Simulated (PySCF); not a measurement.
**Dipole response of Ca (calcium, neutral)**

[Ar] 4s2, closed-shell 1S. Computed with PySCF 2.14 in dyall-av2z, with the non-relativistic Hamiltonian (point nucleus). Coupled (time-dependent) response in atomic units; α is the mean over directions. A double-zeta set is small for polarisabilities.

```json
{"method": "UHF", "mean α (bohr³)": "185.1", "C₆ (like pair)": "2764", "S(−4)": "16900"}
{"method": "PBE", "mean α (bohr³)": "159.5", "C₆ (like pair)": "2208", "S(−4)": "12730"}
{"method": "PBE0", "mean α (bohr³)": "164.1", "C₆ (like pair)": "2308", "S(−4)": "13360"}
{"method": "wB97X", "mean α (bohr³)": "154.5", "C₆ (like pair)": "2121", "S(−4)": "11790"}
{"method": "TPSS", "mean α (bohr³)": "172.2", "C₆ (like pair)": "2508", "S(−4)": "14380"}
```

S(−4) is the Cauchy moment in α(ω) = α(0) + S(−4) ω² + …

Reference α: 160.8 ± 4 bohr³ (recommended; Schwerdtfeger and Nagle, table of static dipole polarizabilities (2023 update)). Published C₆: 2163 (Chu and Dalgarno (2004); Tang, Norbeck and Certain (1976)).

Hartree-Fock lies above the reference because it lacks correlation, which contracts the outer shell.

α(iu) at UHF:

```
u (hartree)  α(iu) (bohr³)
          0          185.1
     0.0500          150.8
      0.100          97.73
      0.200          42.12
      0.300          22.81
      0.500          10.50
      0.750          5.968
       1.00          4.089
       1.50          2.383
       2.00          1.576
       3.00         0.8280
       5.00         0.3395
```
